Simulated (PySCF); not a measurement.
## C4H12SSi: core ionisation energies

Si(SMe)Me3, C4H12SSi.
Bonds: Si1–S2, Si1–C7, Si1–C11, Si1–C15, S2–C3. Hydrogens: H4, H5, H6 on C3; H8, H9, H10 on C7; H12, H13, H14 on C11; H16, H17, H18 on C15.

Method: PySCF, delta-SCF UKS SCAN, pcX-2 on the ionised atom, pcseg-1 elsewhere, spin-free X2C. Vertical ΔSCF values, vacuum level as zero.

**Question.** What binding energy does each computed site have?

**Answer.** 
```
   atom(s)   bonded to     level  binding energy (eV)  2p1/2 (eV)  above the level's lowest (eV)  count
       Si1   S and 3 C  Si 2p3/2               106.21      106.83                           0.00      1
C7/C11/C15  3 H and Si      C 1s               289.99           –                           0.00      3
        C3   S and 3 H      C 1s               291.11           –                          +1.12      1
       Si1   S and 3 C     Si 1s              1846.07           –                           0.00      1
        S2    C and Si      S 1s              2476.09           –                           0.00      1
```

The listed C 1s values span 1.12 eV, from C7/C11/C15 (bonded to 3 H and Si) to C3 (bonded to S and 3 H).

**Question.** What is the longest wavelength that can ionise C 1s of C3 vertically?

**Answer.** λ = hc/E = 12398.42 eV Å / 291.11 eV = 42.590 Å.

One atom of each set of topologically equivalent atoms was ionised and stands for the set; in this conformer not all members are related by symmetry, and their own values weren't computed. Not every level is listed. Spin–orbit and ligand-field terms were added within each 2p shell after the spin-free SCF. 2p1/2 minus 2p3/2 (ligand field included): Si 0.62 eV. Isolated species at its PBE0-D3(BJ)/def2-SVP geometry, gas phase.
